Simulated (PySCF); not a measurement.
SMILES S/C=C\CC (C4H8S) (GFN2-xTB optimised geometry):

```
13

C      2.042    -0.967     1.427
C      1.492    -0.891     0.000
C     -0.004    -0.891     0.000
C     -0.807     0.165     0.000
S     -0.371     1.866    -0.021
H      1.706    -0.112     2.011
H      1.693    -1.872     1.918
H      3.129    -0.976     1.416
H      1.847    -1.755    -0.566
H      1.880     0.006    -0.491
H     -0.472    -1.866     0.041
H     -1.880     0.059     0.013
H      0.949     1.703     0.015
```

Calculation: PBE/def2-TZVP in PySCF.

### Question
What are the frontier orbital energies and the dipole moment?

### Answer
HOMO-2 -8.02 eV, HOMO-1 -7.66 eV, HOMO -5.22 eV, LUMO -0.76 eV, LUMO+1 -0.26 eV; dipole moment 1.24 D.

Meta-Löwdin charges at PBE/def2-TZVP: C1 -0.35, C2 -0.20, C3 -0.15, C4 -0.23, S5 -0.01, H6 0.12, H7 0.12, H8 0.12, H9 0.12, H10 0.10, H11 0.12, H12 0.14, H13 0.10.
